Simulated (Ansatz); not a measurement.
Molecule: CCl3F (charge 0, singlet). 
Structure (B3LYP-D3(BJ)/def2-TZVP (Ansatz, a quantum-chemistry and plane-wave program) minimum search):
SMILES: ClC(F)(Cl)Cl
```xyz
5

F      0.0593    -0.2557     1.5697
C      0.0093    -0.0403     0.2474
Cl     1.5264    -0.6185    -0.4731
Cl    -1.3746    -0.9350    -0.4150
Cl    -0.1864     1.7031    -0.0302
```

Atomisation energy built up term by term with Ansatz (kcal/mol; UHF references for open shells; valence terms freeze the core; atomic spin-orbit terms are left out). CBS(X,Y): correlation extrapolated as X^-3; Hartree-Fock from the larger set (for Q and 5 zeta extrapolated as (X+1)exp(-9√X)).

```json
[
 {"term": "Hartree-Fock", "basis": "CBS(cc-pV(Q+d)Z,cc-pV(5+d)Z)", "kcal/mol": "?"},
 {"term": "CCSD correlation", "basis": "CBS(cc-pV(Q+d)Z,cc-pV(5+d)Z)", "kcal/mol": "?"},
 {"term": "(T)", "basis": "CBS(cc-pV(Q+d)Z,cc-pV(5+d)Z)", "kcal/mol": "15.93"},
 {"term": "core correlation", "basis": "cc-pwCVTZ", "kcal/mol": "1.52"},
 {"term": "scalar relativity (X2C)", "basis": "cc-pVTZ-DK against cc-pVTZ", "kcal/mol": "-0.68"},
 {"term": "sum: De", "basis": "", "kcal/mol": "?"}
]
```

Problem. Fill in the missing entries.

Solution. 
- Hartree-Fock, kcal/mol: 208.92
- CCSD correlation, kcal/mol: 127.30
- sum: De, kcal/mol: 353.0
